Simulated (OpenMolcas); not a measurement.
Re4+: ligand-field states by method

Re4+ with 6 ligands (chloride) in octahedral coordination (Oh) at 2.39 Å. A charge of +0.333 e stands 3.2 Å behind each ligand. Ligand basis ANO-RCC-VDZP.

```yaml
Program: OpenMolcas
Basis: ANO-RCC-VDZP [7s6p4d2f1g]
Scalar_Hamiltonian: DKH2, point nucleus
Active_space: 3 electrons in 5 orbitals (5d)
State_averaging: 2S+1 = 4 even, 10 roots; 2S+1 = 2 even, 40 roots
Spin-orbit_coupling: RASSI with atomic mean-field integrals over the reference wave functions
```

I. CASSCF
II. SS-CASPT2, IPEA 0.25 Eh, imaginary shift 0.1 Eh (closed shells correlated: 5s 5p and the ligand valence shells)

Spin-free states (labels of O, the rotations of Oh) in cm-1, each column counted from its own energy of the first state listed:

```
   State  Degeneracy      I     II
     4A2           1      0      0
      2E           2  12711   9890
     2T1           3  13300  10020
     2T2           3  20143  16150
     4T2           3  26260  27670
     4T1           3  32669  32620
     2A1           1  36023  34280
2S+1 = 2           3  36749  34970
2S+1 = 2           3  37952  35960
      2E           2  39562  37150
```

From I to II, I's first state of the same spin (4T2) moves from 26260 to 27670 cm-1, by about +1400 cm-1.

From I to II, I's first state of another spin (2E) moves from 12711 to 9890 cm-1, by about -2800 cm-1.

χT at 300 K: I 1.44, II 1.39 cm3 K/mol.

The states above are spin-free; spin-orbit coupling is strong here and shifts and splits them by thousands of cm-1.

Roots that are degenerate in the reference are averaged as groups; the widest CASPT2 spread within a group is 550 cm-1 (the 3-fold group of multiplicity 2 near 62100 cm-1 above the lowest state of its run, II). Shifts and gaps below about the spread of the groups concerned are not significant. Over all roots computed the reference weight is 0.64 to 0.66 in II; a low but even weight reflects the number of correlated electrons. The least metal-like active orbital is 68 % on the metal (Löwdin) and no ligand orbital is active, so the numbers are rough. Ligand-to-metal charge-transfer states are missing. With no ligand orbital active B as a rule stays too high, so bands that hang on it stand too high and its fall with covalency is understated. Without dynamic correlation the repulsion within the d shell is too large (B by tens of per cent), so at a given field states of lower spin stand too high (holds for I). With metal d orbitals alone the field can be off either way by tens of per cent (holds for I). With one d shell and no ligand orbital active, 10Dq can be off by a tenth or more (holds for II). No measured value stands beside these numbers; the geometry is a model, was not optimised and need not be the one that this ion takes.
